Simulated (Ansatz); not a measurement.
Relaxation of the cluster Hf₃O₄⁺ with UKS r2SCAN-D4/def2-SVP.

```sh
$ ansatz run in.yaml --threads 4 --pin off --events-out ev --progress --plain --max-ram 8704MiB
```

```yaml
crystal:
  periodic: [false, false, false]
  atoms:
    - {symbol: Hf, position_ang: [0.567980, -1.282240, -0.838610]}
    - {symbol: Hf, position_ang: [1.306530, 1.880030, 0.348750]}
    - {symbol: Hf, position_ang: [-1.597740, 0.155350, 0.726060]}
    - {symbol: O, position_ang: [-1.772540, -1.531710, 0.004060]}
    - {symbol: O, position_ang: [2.107420, -0.161860, -0.931350]}
    - {symbol: O, position_ang: [0.161730, -0.068170, 1.491730]}
    - {symbol: O, position_ang: [-0.773390, 1.008600, -0.800640]}
basis:
  gaussian: {orbitals: def2-SVP}
total_charge: 1
magnetization: {spin_polarized: true, initial_magnetization: 1}
hamiltonian: {xc: r2scan, dispersion: d4}
scf: {lower_state_search: "off"}
output: {orbitals: {seedname: orbitals}}
relax: {f_tol: 0.02, max_steps: 100}
```

Run time 2.9 min (4 threads of Arm Neoverse V1 on a shared host).

Positions (Å) and forces (eV/Å) at steps 1, 2, 3, 4, 5, 6, 7, 8, 9, 10, 11, 12, 13, 14 of 14:

```xyz
7
step=1 energy=-12096.7065 eV
Hf    0.568   -1.282   -0.839   -0.374    2.150    1.170
Hf    1.307    1.880    0.349   -1.606   -3.783   -1.117
Hf   -1.598    0.155    0.726   -0.473    0.395    0.370
O    -1.773   -1.532    0.004    1.850   -0.032   -0.774
O     2.107   -0.162   -0.931   -2.646    0.493    1.293
O     0.162   -0.068    1.492    1.042    1.063   -1.890
O    -0.773    1.009   -0.801    2.206   -0.285    0.949
7
step=2 energy=-12098.5120 eV
Hf    0.513   -1.208   -0.782   -1.506    0.348    0.774
Hf    1.236    1.707    0.296   -1.016   -2.473   -0.743
Hf   -1.602    0.165    0.732   -0.333    0.295    0.275
O    -1.687   -1.522   -0.027    1.329    0.178   -0.461
O     2.018   -0.111   -0.871   -0.954    1.489    1.084
O     0.203   -0.024    1.409    0.833    0.551   -1.451
O    -0.681    0.994   -0.759    1.647   -0.388    0.523
7
step=3 energy=-12099.7132 eV
Hf    0.418   -1.197   -0.738   -2.027   -0.721    0.489
Hf    1.171    1.574    0.261    0.018   -2.066   -0.965
Hf   -1.595    0.191    0.742   -0.897    0.148    0.434
O    -1.598   -1.494   -0.049    0.526   -0.773   -0.581
O     1.887   -0.003   -0.768    1.427    2.037    0.375
O     0.270   -0.009    1.285    0.710    0.425    0.689
O    -0.553    0.937   -0.733    0.243    0.950   -0.440
7
step=4 energy=-12099.7294 eV
Hf    0.318   -1.162   -0.680    0.101   -1.617   -0.803
Hf    1.164    1.396    0.181   -0.176    5.199    2.513
Hf   -1.636    0.183    0.755   -0.849   -0.076    0.311
O    -1.539   -1.527   -0.090   -0.655   -0.379    0.089
O     1.905    0.096   -0.729    3.312   -3.310   -2.902
O     0.303    0.036    1.288   -0.333   -0.521    1.706
O    -0.517    0.979   -0.725   -1.399    0.703   -0.914
7
step=5 energy=-12100.3564 eV
Hf    0.337   -1.197   -0.704    0.590   -0.975   -0.710
Hf    1.186    1.437    0.192   -0.143    0.267    0.197
Hf   -1.643    0.140    0.737    0.344    0.712    0.204
O    -1.540   -1.549   -0.100   -0.496   -0.548   -0.056
O     1.943    0.016   -0.783    0.567   -0.084   -0.270
O     0.282    0.090    1.370   -0.341    0.218    0.541
O    -0.565    1.062   -0.711   -0.521    0.410    0.094
7
step=6 energy=-12100.7842 eV
Hf    0.397   -1.349   -0.819   -0.297   -0.748   -0.261
Hf    1.178    1.434    0.196   -0.644   -0.648   -0.016
Hf   -1.578    0.161    0.723    0.487   -0.314   -0.310
O    -1.506   -1.554   -0.113    0.199    0.062   -0.072
O     1.892   -0.026   -0.778    0.558   -0.006   -0.236
O     0.239    0.179    1.461   -0.043    0.725    0.760
O    -0.622    1.156   -0.672   -0.260    0.930    0.137
7
step=7 energy=-12101.2784 eV
Hf    0.419   -1.460   -0.888    0.375    0.072   -0.104
Hf    1.155    1.379    0.183   -1.227   -1.503   -0.154
Hf   -1.544    0.125    0.697    1.676    0.861   -0.216
O    -1.456   -1.575   -0.145   -0.015   -0.625   -0.310
O     1.900   -0.096   -0.816   -0.043   -0.103   -0.054
O     0.212    0.309    1.605   -0.543    0.833    0.035
O    -0.686    1.318   -0.636   -0.223    0.465    0.803
7
step=8 energy=-12102.0113 eV
Hf    0.460   -1.536   -0.940   -0.123    0.574    0.388
Hf    1.083    1.277    0.169   -1.486   -2.257   -0.416
Hf   -1.456    0.115    0.661    0.949    0.526   -0.099
O    -1.412   -1.598   -0.179    0.305   -0.957   -0.601
O     1.920   -0.178   -0.867   -0.041    0.241    0.106
O     0.169    0.438    1.745    0.031    1.111   -0.146
O    -0.763    1.482   -0.589    0.366    0.762    0.769
7
step=9 energy=-12102.2327 eV
Hf    0.469   -1.551   -0.940    0.670   -0.755   -0.610
Hf    1.000    1.107    0.125    0.854    1.540    0.353
Hf   -1.389    0.098    0.627   -1.055    0.951    0.850
O    -1.372   -1.652   -0.225    0.358   -0.073   -0.175
O     1.981   -0.236   -0.924   -0.974   -0.394    0.211
O     0.132    0.582    1.856   -0.390   -0.131   -1.501
O    -0.821    1.652   -0.519    0.537   -1.138    0.872
7
step=10 energy=-12102.4088 eV
Hf    0.497   -1.618   -0.964    0.003    0.428    0.196
Hf    1.047    1.173    0.133   -1.152   -0.586    0.170
Hf   -1.431    0.091    0.636    0.908    1.096    0.126
O    -1.351   -1.648   -0.236    0.156   -0.432   -0.257
O     1.936   -0.260   -0.923   -0.284    0.076    0.168
O     0.103    0.617    1.797    0.137   -0.244   -0.331
O    -0.801    1.645   -0.441    0.233   -0.338   -0.073
7
step=11 energy=-12102.2587 eV rejected
Hf    0.469   -1.537   -0.908    0.530   -0.622   -0.522
Hf    1.003    1.168    0.145    2.433    0.300   -0.931
Hf   -1.416    0.132    0.646   -1.410   -1.299   -0.092
O    -1.361   -1.633   -0.223   -0.436    0.058    0.218
O     1.936   -0.215   -0.900   -0.046    0.076    0.071
O     0.134    0.530    1.724    0.047    0.071    2.102
O    -0.764    1.556   -0.483   -1.119    1.416   -0.846
7
step=12 energy=-12102.4633 eV
Hf    0.488   -1.592   -0.949    0.041   -0.143   -0.085
Hf    1.023    1.161    0.132    0.103    0.036   -0.035
Hf   -1.412    0.115    0.634   -0.108   -0.054    0.018
O    -1.350   -1.659   -0.234    0.075    0.159    0.049
O     1.932   -0.249   -0.911   -0.136    0.070    0.095
O     0.118    0.586    1.791    0.014   -0.044   -0.014
O    -0.799    1.638   -0.463    0.011   -0.025   -0.027
7
step=13 energy=-12102.4661 eV
Hf    0.491   -1.599   -0.952   -0.002   -0.014   -0.008
Hf    1.023    1.163    0.132    0.001    0.017    0.001
Hf   -1.416    0.117    0.636    0.050    0.009   -0.018
O    -1.344   -1.651   -0.232    0.012    0.019    0.009
O     1.925   -0.247   -0.907   -0.016   -0.015    0.005
O     0.120    0.581    1.790   -0.023   -0.012    0.005
O    -0.798    1.636   -0.466   -0.023   -0.004    0.007
7
step=14 energy=-12102.4663 eV
Hf    0.491   -1.602   -0.955   -0.001    0.004    0.002
Hf    1.021    1.164    0.131    0.007   -0.002   -0.003
Hf   -1.414    0.118    0.634   -0.004   -0.007   -0.002
O    -1.341   -1.652   -0.231    0.000    0.002    0.002
O     1.924   -0.250   -0.904   -0.002    0.002    0.002
O     0.120    0.580    1.789    0.002   -0.002    0.004
O    -0.801    1.641   -0.464   -0.002    0.002   -0.005
```

In the def2 sets Hf takes a core potential; there is no spin–orbit coupling. The structure comes from a short search, and lower isomers may exist.
